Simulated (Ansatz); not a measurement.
Geometry optimisation of the cluster Zn₂Se₃⁻.

```yaml
crystal:
  periodic: [false, false, false]
  atoms:
    - {symbol: Zn, position_ang: [0.507976, -0.148739, 0.391517]}
    - {symbol: Zn, position_ang: [-1.492893, 0.441736, -1.149751]}
    - {symbol: Se, position_ang: [-0.100299, -1.273020, -1.790963]}
    - {symbol: Se, position_ang: [-1.213306, 1.662990, 0.779306]}
    - {symbol: Se, position_ang: [2.298522, -0.682967, 1.769891]}
basis:
  gaussian: {orbitals: def2-SVPD}
total_charge: -1
magnetization: {spin_polarized: true, initial_magnetization: 3}
hamiltonian: {xc: pbe, dispersion: d4}
scf: {lower_state_search: "off"}
output: {orbitals: {seedname: orbitals}}
relax: {f_tol: 0.02, max_steps: 100}
```

```sh
$ ansatz run in.yaml --threads 4 --pin off --events-out ev --progress --plain --max-ram 4787MiB
```

Shortened log:

```
Functional definition: PBE
  name "PBE"
  cite "Perdew, Burke & Ernzerhof, Phys. Rev. Lett. 77, 3865 (1996) doi:10.1103/PhysRevLett.77.3865"
  parent pbe
  parameter kappa = 0.804
  parameter beta = 0.06672455060314922
  exchange = pbe_x(kappa = kappa, mu = beta*pi^2/3)
  correlation = pbe_c(beta = beta)
these checks for a lower state are left out or cut short: stability, starts, cluster_reference, orbital_swaps, neighbouring_geometries, increment
mean field -292811.18895306 eV, -10760.6127194728 hartree, gradient 1.4e-6 eV, S^2 3.756637; 0 other end points of the search recorded, 0 dependent functions left out
the calculation of the forces begins
relax step   1: F+E_penalty+E_count = -292811.45574042 eV  Δ(F+E_penalty+E_count) = +0.000e0 eV  max|allowed force component| = 1.845e0 eV/Å  Δτ_max = 0.0000 Å  (48 SCF iters, accepted)
these checks for a lower state are left out or cut short: stability, starts, cluster_reference, orbital_swaps, neighbouring_geometries, increment
mean field -292811.61107622 eV, -10760.6282322126 hartree, gradient 1.5e-6 eV, S^2 3.756731; 0 other end points of the search recorded, 0 dependent functions left out
the calculation of the forces begins
relax step   2: F+E_penalty+E_count = -292811.88075372 eV  Δ(F+E_penalty+E_count) = -4.250e-1 eV  max|allowed force component| = 8.512e-1 eV/Å  Δτ_max = 0.1748 Å  (41 SCF iters, accepted)
these checks for a lower state are left out or cut short: stability, starts, cluster_reference, orbital_swaps, neighbouring_geometries, increment
mean field -292811.75238151 eV, -10760.6334250861 hartree, gradient 2.7e-6 eV, S^2 3.756944; 0 other end points of the search recorded, 0 dependent functions left out
the calculation of the forces begins
relax step   3: F+E_penalty+E_count = -292812.02157119 eV  Δ(F+E_penalty+E_count) = -1.408e-1 eV  max|allowed force component| = 1.682e-1 eV/Å  Δτ_max = 0.1991 Å  (36 SCF iters, accepted)
these checks for a lower state are left out or cut short: stability, starts, cluster_reference, orbital_swaps, neighbouring_geometries, increment
mean field -292811.76368176 eV, -10760.6338403629 hartree, gradient 2.5e-6 eV, S^2 3.756979; 0 other end points of the search recorded, 0 dependent functions left out
the calculation of the forces begins
relax step   4: F+E_penalty+E_count = -292812.03122131 eV  Δ(F+E_penalty+E_count) = -9.650e-3 eV  max|allowed force component| = 4.859e-2 eV/Å  Δτ_max = 0.0768 Å  (35 SCF iters, accepted)
these checks for a lower state are left out or cut short: stability, starts, cluster_reference, orbital_swaps, neighbouring_geometries, increment
mean field -292811.76397110 eV, -10760.6338509957 hartree, gradient 2.4e-6 eV, S^2 3.756980; 0 other end points of the search recorded, 0 dependent functions left out
the calculation of the forces begins
relax step   5: F+E_penalty+E_count = -292812.03167024 eV  Δ(F+E_penalty+E_count) = -4.489e-4 eV  max|allowed force component| = 1.161e-2 eV/Å  Δτ_max = 0.0104 Å  (31 SCF iters, accepted)
these checks for a lower state are left out or cut short: stability, starts, cluster_reference, orbital_swaps, neighbouring_geometries, increment
mean field -292811.76392068 eV, -10760.6338491428 hartree, gradient 2.7e-6 eV, S^2 3.756972; 0 other end points of the search recorded, 0 dependent functions left out
the calculation of the forces begins
relax step   6: F+E_penalty+E_count = -292812.03172971 eV  Δ(F+E_penalty+E_count) = -5.947e-5 eV  max|allowed force component| = 6.761e-3 eV/Å  Δτ_max = 0.0028 Å  (33 SCF iters, accepted)
these checks for a lower state are left out or cut short: stability, starts, cluster_reference, orbital_swaps, neighbouring_geometries, increment
mean field -292811.76396111 eV, -10760.6338506288 hartree, gradient 2.0e-6 eV, S^2 3.756958; 0 other end points of the search recorded, 0 dependent functions left out
the calculation of the forces begins
relax step   7: F+E_penalty+E_count = -292812.03190215 eV  Δ(F+E_penalty+E_count) = -1.724e-4 eV  max|allowed force component| = 1.468e-2 eV/Å  Δτ_max = 0.0093 Å  (32 SCF iters, accepted)
these checks for a lower state are left out or cut short: stability, starts, cluster_reference, orbital_swaps, neighbouring_geometries, increment
mean field -292811.76431695 eV, -10760.6338637057 hartree, gradient 2.8e-6 eV, S^2 3.756947; 0 other end points of the search recorded, 0 dependent functions left out
the calculation of the forces begins
relax step   8: F+E_penalty+E_count = -292812.03235758 eV  Δ(F+E_penalty+E_count) = -4.554e-4 eV  max|allowed force component| = 2.282e-2 eV/Å  Δτ_max = 0.0113 Å  (31 SCF iters, accepted)
[...]
the calculation of the forces begins
relax step  11: F+E_penalty+E_count = -292812.08957034 eV  Δ(F+E_penalty+E_count) = -4.209e-2 eV  max|allowed force component| = 1.845e-1 eV/Å  Δτ_max = 0.1135 Å  (51 SCF iters, accepted)
these checks for a lower state are left out or cut short: stability, starts, cluster_reference, orbital_swaps, neighbouring_geometries, increment
mean field -292811.89095573 eV, -10760.6385175950 hartree, gradient 2.9e-6 eV, S^2 3.756465; 0 other end points of the search recorded, 0 dependent functions left out
the calculation of the forces begins
relax step  12: F+E_penalty+E_count = -292812.16183593 eV  Δ(F+E_penalty+E_count) = -7.227e-2 eV  max|allowed force component| = 1.961e-1 eV/Å  Δτ_max = 0.1673 Å  (42 SCF iters, accepted)
these checks for a lower state are left out or cut short: stability, starts, cluster_reference, orbital_swaps, neighbouring_geometries, increment
mean field -292811.92792226 eV, -10760.6398760898 hartree, gradient 5.5e-6 eV, S^2 3.756229; 0 other end points of the search recorded, 0 dependent functions left out
the calculation of the forces begins
relax step  13: F+E_penalty+E_count = -292812.19764094 eV  Δ(F+E_penalty+E_count) = -3.581e-2 eV  max|allowed force component| = 2.708e-1 eV/Å  Δτ_max = 0.1939 Å  (31 SCF iters, accepted)
these checks for a lower state are left out or cut short: stability, starts, cluster_reference, orbital_swaps, neighbouring_geometries, increment
mean field -292811.95449870 eV, -10760.6408527558 hartree, gradient 2.6e-6 eV, S^2 3.756267; 0 other end points of the search recorded, 0 dependent functions left out
the calculation of the forces begins
relax step  14: F+E_penalty+E_count = -292812.22345041 eV  Δ(F+E_penalty+E_count) = -2.581e-2 eV  max|allowed force component| = 1.393e-1 eV/Å  Δτ_max = 0.1032 Å  (31 SCF iters, accepted)
these checks for a lower state are left out or cut short: stability, starts, cluster_reference, orbital_swaps, neighbouring_geometries, increment
mean field -292811.96483812 eV, -10760.6412327228 hartree, gradient 2.7e-6 eV, S^2 3.756201; 0 other end points of the search recorded, 0 dependent functions left out
the calculation of the forces begins
relax step  15: F+E_penalty+E_count = -292812.23588441 eV  Δ(F+E_penalty+E_count) = -1.243e-2 eV  max|allowed force component| = 9.049e-2 eV/Å  Δτ_max = 0.2000 Å  (30 SCF iters, accepted)
these checks for a lower state are left out or cut short: stability, starts, cluster_reference, orbital_swaps, neighbouring_geometries, increment
mean field -292811.96651358 eV, -10760.6412942946 hartree, gradient 1.3e-6 eV, S^2 3.756200; 0 other end points of the search recorded, 0 dependent functions left out
the calculation of the forces begins
relax step  16: F+E_penalty+E_count = -292812.23749518 eV  Δ(F+E_penalty+E_count) = -1.611e-3 eV  max|allowed force component| = 3.463e-2 eV/Å  Δτ_max = 0.0668 Å  (27 SCF iters, accepted)
these checks for a lower state are left out or cut short: stability, starts, cluster_reference, orbital_swaps, neighbouring_geometries, increment
mean field -292811.96698983 eV, -10760.6413117966 hartree, gradient 2.1e-6 eV, S^2 3.756177; 0 other end points of the search recorded, 0 dependent functions left out
the calculation of the forces begins
relax step  17: F+E_penalty+E_count = -292812.23832065 eV  Δ(F+E_penalty+E_count) = -8.255e-4 eV  max|allowed force component| = 5.936e-3 eV/Å  Δτ_max = 0.0233 Å  (26 SCF iters, accepted)
Total energy: -292812.23836450 eV, -10760.6512846316 hartree
Atom 0 at     0.725706    -0.121309     0.451096 Å, force    -0.003935     0.001304    -0.005936 eV/Å
Atom 1 at    -2.145309     0.073241    -0.994277 Å, force    -0.005461     0.000110     0.000798 eV/Å
Atom 2 at     0.058473    -0.755600    -1.797145 Å, force     0.004859    -0.000315     0.000950 eV/Å
Atom 3 at    -0.826758     1.740414     0.299711 Å, force     0.000694     0.001418     0.000073 eV/Å
Atom 4 at     2.187888    -0.936745     2.040615 Å, force     0.003844    -0.002517     0.004114 eV/Å
Dipole moment:    -0.201580     0.059820    -0.156709 e Å
Checks for a lower state left out: stability, starts, cluster_reference, orbital_swaps, neighbouring_geometries, increment
```

It took 71 s on 4 threads of Arm Neoverse V2 on a shared host.

The relaxation made no stability test and no search for a lower SCF solution. At PBE-D4/def2-SVPD a doublet of charge -1 lies 1.52 eV below the quartet, each at its own geometry. The structure comes from a short search, and lower isomers may exist.
